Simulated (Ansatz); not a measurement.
One geometry of Be₃Se₂, several levels of theory.

```yaml
crystal:
  periodic: [false, false, false]
  atoms:
    - {symbol: Be, position_ang: [-0.697467, 0.579524, 0.006719]}
    - {symbol: Be, position_ang: [1.515780, 0.084116, -0.049912]}
    - {symbol: Be, position_ang: [0.195637, -1.506226, 0.033323]}
    - {symbol: Se, position_ang: [0.808174, 2.005286, -0.077912]}
    - {symbol: Se, position_ang: [-1.822124, -1.162710, 0.087793]}
basis:
  gaussian: {orbitals: def2-TZVP, initial_orbitals: start.molden}
hamiltonian: {xc: {name: B3LYP}, dispersion: d4}
scf: {omitted_lower_state_checks: [starts]}
output: {orbitals: {seedname: orbitals}}
```

The file start.molden holds the orbitals of an earlier run on this structure, at another level or in another basis.

```sh
$ ansatz run in.yaml --threads 4 --pin off --events-out ev --progress --plain --max-ram 3916MiB
```

Output, abridged:

```
Functional definition: B3LYP
  name "B3LYP"
  cite "Stephens, Devlin, Chabalowski & Frisch, J. Phys. Chem. 98, 11623 (1994) doi:10.1021/j100096a001"
  cite "Becke, Phys. Rev. A 38, 3098 (1988) doi:10.1103/PhysRevA.38.3098"
  cite "Lee, Yang & Parr, Phys. Rev. B 37, 785 (1988) doi:10.1103/PhysRevB.37.785"
  cite "Vosko, Wilk & Nusair, Can. J. Phys. 58, 1200 (1980) doi:10.1139/p80-159"
  parameter a0 = 0.2
  parameter ax = 0.72
  parameter ac = 0.81
  exchange = (1 - a0 - ax)*slater_x + ax*b88_x + a0*exact_x
  correlation = (1 - ac)*vwn_rpa_c + ac*lyp_c
these checks for a lower state are left out or cut short: starts
1241 factors; their error is unknown
mean field evaluation 1: about -131907.9655 eV, gradient 5.6e0 eV
mean field evaluation 2: about -131908.0053 eV, gradient 4.2e-2 eV
mean field evaluation 4: about -131908.6584 eV, gradient 2.3e-4 eV
mean field -131908.65841147 eV, -4847.5537857214 hartree, gradient 1.6e-5 eV, S^2 0.000000; 0 other end points of the search recorded, 0 dependent functions left out
reference -131908.65864223 eV, -4847.5537942019 hartree; 40, 40 occupied and 113, 113 virtual orbitals, 1241 factors
Total energy: -131908.93446094 eV, -4847.5639303525 hartree
Checks for a lower state left out: starts
```

Run time 2.6 s (4 threads of Arm Neoverse V1 on a shared host).

The first input with `hamiltonian: {xc: {text: "exchange = 0.50*pbe_x + 0.50*exact_x\ncorrelation = pbe_c"}}` (abridged; 2.5 s):

```
Functional definition: unnamed
mean field -131893.82107396 eV, -4847.0085236251 hartree, gradient 2.1e-5 eV, S^2 0.000000
Total energy: -131893.82109356 eV, -4847.0085243454 hartree
Checks for a lower state left out: starts
```

First input, but with `gaussian: {orbitals: def2-TZVPD, initial_orbitals: start.molden}`, `hamiltonian: {xc: r2scan, dispersion: d4}` (abridged; 4.7 s):

```
Functional definition: r2SCAN
mean field -131905.13917816 eV, -4847.4244562829 hartree, gradient 1.8e-5 eV, S^2 0.000000
Total energy: -131905.17400525 eV, -4847.4257361548 hartree
Checks for a lower state left out: starts
```

First input, but with `hamiltonian: {xc: {text: "exchange = 0.90*pbe_x + 0.10*exact_x\ncorrelation = pbe_c"}}` (abridged; 2.4 s):

```
Functional definition: unnamed
mean field -131886.11601518 eV, -4846.7253679376 hartree, gradient 1.4e-5 eV, S^2 0.000000
Total energy: -131886.11605156 eV, -4846.7253692747 hartree
Checks for a lower state left out: starts
```

The first input with `hamiltonian: {xc: pbe0, dispersion: d4}` (abridged; 2.6 s):

```
Functional definition: PBE0
mean field -131888.94727624 eV, -4846.8294148624 hartree, gradient 1.5e-5 eV, S^2 0.000000
Total energy: -131889.08955459 eV, -4846.8346434954 hartree
Checks for a lower state left out: starts
```

First input, but with `gaussian: {orbitals: def2-TZVPP, initial_orbitals: start.molden}`, `correlation: {method: ccsd_t}` and without the key `hamiltonian` (abridged; 46 s):

```
Functional definition: HF
mean field -131804.64932466 eV, -4843.7315222810 hartree, gradient 3.5e-6 eV, S^2 0.000000
18 core orbitals not correlated: weight in the atoms' cores, before any rotation towards them, 1.000 or more for the frozen orbitals, at most 0.000 for the correlated occupied ones
second order -19.62390163 eV of doubles, -0.00000000 eV of singles
cycle   1  -19.67855573 eV  change   -5.5e-2 eV  update   1.0e-1
cycle   2  -20.19021102 eV  change   -5.1e-1 eV  update   3.1e-2
cycle   3  -20.27011765 eV  change   -8.0e-2 eV  update   1.8e-2
cycle   4  -20.24189634 eV  change    2.8e-2 eV  update   5.7e-3
cycle   5  -20.24249224 eV  change   -6.0e-4 eV  update   2.9e-3
cycle   6  -20.24393408 eV  change   -1.4e-3 eV  update   1.2e-3
cycle   7  -20.24346323 eV  change    4.7e-4 eV  update   6.6e-4
cycle   8  -20.24347226 eV  change   -9.0e-6 eV  update   3.0e-4
cycle   9  -20.24360117 eV  change   -1.3e-4 eV  update   1.1e-4
cycle  10  -20.24355569 eV  change    4.5e-5 eV  update   4.3e-5
perturbative correction -0.83419977 eV, -0.0306562759 hartree
Total energy: -131825.72708011 eV, -4844.5061155069 hartree
Checks for a lower state left out: starts
```

The first input with `gaussian: {orbitals: def2-SVP, initial_orbitals: start.molden}`, `hamiltonian: {xc: pbe, dispersion: d4}` (abridged; 0.86 s):

```
Functional definition: PBE
mean field -131866.96764917 eV, -4846.0216784660 hartree, gradient 2.4e-5 eV, S^2 0.000000
Total energy: -131867.13280134 eV, -4846.0277476963 hartree
Checks for a lower state left out: starts
```

Geometry: r2SCAN-D4/def2-SVP.

B3LYP takes the VWN-RPA correlation. Correlated methods freeze 18 core orbitals; core or outer-core shells of Se are correlated, in sets that lack core-valence functions. The structure comes from a short search, and lower isomers may exist.
